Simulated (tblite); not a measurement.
Species: C4H8O3SeSi2.
SMILES with atom numbers: `[O:1]=[CH:2][Si@@H:3]1[CH2:4][SiH2:5][Se:6][C@H:7]1[C:8](=[O:9])[OH:10]` (hydrogens: H11 on C2; H12 on Si3; H13, H14 on C4; H15, H16 on Si5; H17 on C7; H18 on O10)

Computed with GFN2-xTB (tblite), gas phase: L-BFGS steps from a force-field or distance-geometry start until the largest atomic force falls under 0.01 eV/Å.

Step 3: E = -855.7099 eV
```
atom  x, y, z in Å  |  force x, y, z in eV/Å
O1      1.7020    1.9300    1.8397   -0.143   0.115   0.262
C2      0.5557    1.5626    1.7908    0.410   0.125   0.061
Si3    -0.1279    0.7907    0.2064    0.055   0.129  -0.046
C4     -1.9075    0.2741    0.4802    0.014  -0.221  -0.329
Si5    -2.2176   -1.1353   -0.7646   -0.128  -0.089  -0.006
Se6    -0.1727   -1.7781   -1.5628   -0.119   0.001  -0.106
C7      0.8280   -0.8141   -0.1582    0.160   0.216  -0.218
C8      2.2485   -0.5205   -0.5704    0.400  -0.358   0.466
O9      3.1572   -0.8281    0.1579    0.154   0.193  -0.317
O10     2.4174    0.1110   -1.7477   -0.609  -0.079   0.070
H11    -0.1249    1.6800    2.6550    0.130   0.089   0.179
H12    -0.0049    1.7010   -0.9032    0.136   0.326  -0.389
H13    -2.0587   -0.0924    1.4877   -0.195   0.110   0.137
H14    -2.5666    1.1109    0.2769   -0.140  -0.091   0.216
H15    -3.0174   -0.6180   -1.8597   -0.080  -0.015  -0.197
H16    -2.8656   -2.2332   -0.0611   -0.073  -0.176   0.005
H17     0.8121   -1.4411    0.7504    0.354   0.055  -0.387
H18     3.3343    0.3069   -2.0292   -0.327  -0.330   0.599
```

Step 4: E = -855.8326 eV
```
atom  x, y, z in Å  |  force x, y, z in eV/Å
O1      1.7162    1.9487    1.8626   -0.435  -0.067   0.150
C2      0.5733    1.5665    1.7999    0.259   0.257   0.106
Si3    -0.1314    0.8086    0.1893    0.318   0.070   0.068
C4     -1.9113    0.2583    0.4668    0.064   0.011   0.023
Si5    -2.2354   -1.1493   -0.7745    0.038  -0.003   0.078
Se6    -0.1848   -1.7789   -1.5723    0.062   0.083  -0.043
C7      0.8546   -0.7992   -0.1790   -0.494  -0.095   0.265
C8      2.2653   -0.5372   -0.5641   -0.052  -0.105   0.425
O9      3.1908   -0.8191    0.1502    0.125   0.080  -0.292
O10     2.3721    0.0998   -1.7306   -0.141  -0.002  -0.161
H11    -0.1188    1.6890    2.6748    0.327  -0.024  -0.153
H12     0.0067    1.7259   -0.9328    0.073   0.118  -0.112
H13    -2.0749   -0.0787    1.4903   -0.016   0.002  -0.075
H14    -2.5750    1.1000    0.2968   -0.123  -0.079   0.014
H15    -3.0208   -0.6207   -1.8720   -0.125  -0.020  -0.217
H16    -2.8700   -2.2456   -0.0614   -0.111  -0.206   0.004
H17     0.8417   -1.4366    0.7169    0.146   0.020  -0.177
H18     3.2928    0.2749   -1.9724    0.085  -0.039   0.097
```

Step 5: E = -855.8487 eV
```
atom  x, y, z in Å  |  force x, y, z in eV/Å
O1      1.7136    1.9511    1.8685    0.144   0.118   0.162
C2      0.5785    1.5703    1.8025   -0.262   0.059   0.011
Si3    -0.1274    0.8125    0.1876    0.214   0.095   0.061
C4     -1.9109    0.2561    0.4650    0.100   0.080   0.042
Si5    -2.2377   -1.1515   -0.7750    0.000   0.002   0.043
Se6    -0.1858   -1.7778   -1.5744    0.071   0.090  -0.031
C7      0.8518   -0.7982   -0.1786   -0.354  -0.071   0.196
C8      2.2646   -0.5403   -0.5593    0.011  -0.028   0.309
O9      3.2002   -0.8173    0.1465   -0.090   0.096  -0.360
O10     2.3633    0.0978   -1.7299   -0.033  -0.052  -0.048
H11    -0.1133    1.6901    2.6760    0.255  -0.028  -0.111
H12     0.0096    1.7314   -0.9389    0.067   0.060  -0.041
H13    -2.0776   -0.0765    1.4896    0.016  -0.024  -0.077
H14    -2.5780    1.0971    0.3001   -0.098  -0.082  -0.018
H15    -3.0231   -0.6215   -1.8770   -0.087  -0.049  -0.155
H16    -2.8722   -2.2505   -0.0614   -0.091  -0.171  -0.019
H17     0.8484   -1.4359    0.7093    0.069  -0.082  -0.002
H18     3.2874    0.2693   -1.9622    0.069  -0.012   0.037
```

**Question.** Estimate the geometry and energy of step 6. (The exact step hangs on the optimiser's Hessian estimate; all steps are aligned on step 5, rigid shifts and turns removed.)

**Answer.** E = -855.8622 eV, largest force 0.580 eV/Å
```
atom  x, y, z in Å  |  force x, y, z in eV/Å
O1      1.7162    1.9573    1.8787   -0.102   0.020   0.087
C2      0.5774    1.5749    1.8050    0.178   0.147  -0.053
Si3    -0.1194    0.8192    0.1867    0.016   0.112   0.004
C4     -1.9084    0.2553    0.4635    0.124   0.129   0.013
Si5    -2.2408   -1.1541   -0.7751   -0.062   0.010  -0.008
Se6    -0.1856   -1.7748   -1.5774    0.061   0.097  -0.008
C7      0.8429   -0.7980   -0.1750   -0.015   0.000   0.057
C8      2.2640   -0.5440   -0.5488   -0.446   0.219  -0.300
O9      3.2089   -0.8133    0.1352    0.151  -0.055   0.003
O10     2.3527    0.0941   -1.7290    0.086  -0.110   0.117
H11    -0.1024    1.6909    2.6757    0.066  -0.024   0.028
H12     0.0143    1.7390   -0.9468    0.064  -0.011   0.052
H13    -2.0805   -0.0745    1.4874    0.058  -0.055  -0.049
H14    -2.5834    1.0919    0.3036   -0.059  -0.072  -0.054
H15    -3.0272   -0.6235   -1.8855   -0.018  -0.098  -0.044
H16    -2.8766   -2.2594   -0.0619   -0.048  -0.092  -0.064
H17     0.8573   -1.4371    0.7012   -0.050  -0.225   0.241
H18     3.2818    0.2624   -1.9493   -0.005   0.008  -0.022
```

The energy changes by -0.0135 eV. The first-order estimate −F·Δx gives -0.0269 eV and the mean of the old and new forces, exact on a quadratic surface, -0.0135 eV. The step makes an angle of 47° with the force vector and moves no atom by more than 0.016 Å.

What follows is the cost of the whole relaxation. Time: 4.8 s of wall time. Hardware: Intel Xeon at 2.50 GHz, one thread (shared host).
